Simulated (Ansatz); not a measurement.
Consider the cleavage of the Sn–Si bond: `[F][SnH]([F])[SiH3]` + HI → `[F][SnH]([F])[I]` + SiH₄.

Isolated molecules relaxed with PBE0-D4/def2-TZVP in Ansatz; ΔE leaves out vibrations. CBS: MP2 limit from def2 TZ/QZ plus the TZ coupled-cluster correction, frozen cores. This one scheme is used for every species. Functionals use def2-TZVPP. Elements past krypton have def2 core potentials. For I, Sn outer-core shells are correlated without core-valence functions, which leaves a few kJ/mol of doubt a bond.

```tsv
level	ΔE (kJ/mol)
PBE-QIDH	-74.6
BHLYP	-76.9
SCS-MP2/def2-TZVPP	-77.5
CCSD(T)/def2-TZVPP	-69.3
```

Task: What does CCSD(T)/CBS give? (Estimate.)

Result: Computed: -78.1 kJ/mol. The listed levels differ from it by 3.5, 1.2, 0.6, 8.8 kJ/mol.

Task: What do rigid-rotor, harmonic-oscillator terms from PBE0-D4/def2-TZVP frequencies (298.15 K, 1 bar) make of the CCSD(T)/CBS value? (An estimate is asked.)

Result: Computed: ΔZPE = +4.6 kJ/mol, ΔH = -75.3 kJ/mol, ΔS = -16 J/(mol·K), ΔG = -70.5 kJ/mol.

Largest T1 diagnostic among the species: 0.014.

In def2-TZVPP, CCSD(T) changes the Hartree–Fock value by +18.7 kJ/mol (the triples alone add −0.1 kJ/mol) and MP2 by +9.8 kJ/mol. From BLYP to BHLYP (50 % exact exchange), in def2-TZVPP and without D4, ΔE moves by −9.4 kJ/mol. At CCSD(T), def2-SVP lies +3.1 kJ/mol from the extrapolated value and def2-TZVPP +8.8 kJ/mol.
